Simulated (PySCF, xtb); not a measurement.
BF2, SMILES F[B-]F (connectivity only; charge and spin as stated), charge -1, multiplicity 1.

The structure is a stationary point at PBE0-D3(BJ)/def2-TZVPD.

Method: IEF-PCM-B3LYP/def2-SVPD (PySCF 2.14.0).

The values are the electrostatic part of the solvation free energy, E(continuum) − E(gas) at the gas-phase geometry, in a cavity of scaled van der Waals radii (PySCF's table); cavitation and dispersion terms are not included. In vacuum the orbital gap is 4.58 eV.

Computed values in water (ε = 78.36), 2-propanol (ε = 19.26), ethanol (ε = 24.85):
```json
[
 {"solvent": "water", "ε": "78.36", "ΔG(elec) (kcal/mol)": "-61.4", "gap (eV)": "5.01"},
 {"solvent": "2-propanol", "ε": "19.26", "ΔG(elec) (kcal/mol)": "-58.9", "gap (eV)": "5.00"},
 {"solvent": "ethanol", "ε": "24.85", "ΔG(elec) (kcal/mol)": "-59.6", "gap (eV)": "5.00"}
]
```

For comparison, GFN2-xTB/ALPB(water) (xtb, at the GFN2-xTB geometry, all terms of that model) gives -74.6 kcal/mol.
